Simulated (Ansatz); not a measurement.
System: SnI₂ (charge -1, doublet). 
Coordinates optimised at B3LYP-D3(BJ)/def2-TZVP (Ansatz, a first-principles code):
```
Sn
I 1 2.9234
I 1 2.9234 2 101.12
```
Charge -1, spin multiplicity 2.

Basis-set convergence of Hartree-Fock and MP2 correlation energies (hartree) with Ansatz. Valence correlation only, unless marked. Open shells are spin-unrestricted. No spin-orbit coupling. The frozen core is the preceding noble-gas configuration, with the filled d and f shells of earlier blocks. In def2 rows, elements after Kr have scalar-relativistic effective core potentials. This anion needs diffuse functions, which these sets lack.

```json
[
 {"basis": "def2-SVP", "functions": "78", "E(HF)": "-806.83356", "E(corr, MP2)": "-0.24865"},
 {"basis": "def2-TZVPP", "functions": "150", "E(HF)": "…", "E(corr, MP2)": "…"}
]
```

Q: What belongs in the gaps?

A: 
- def2-TZVPP, E(HF): -806.85928
- def2-TZVPP, E(corr, MP2): -0.34831
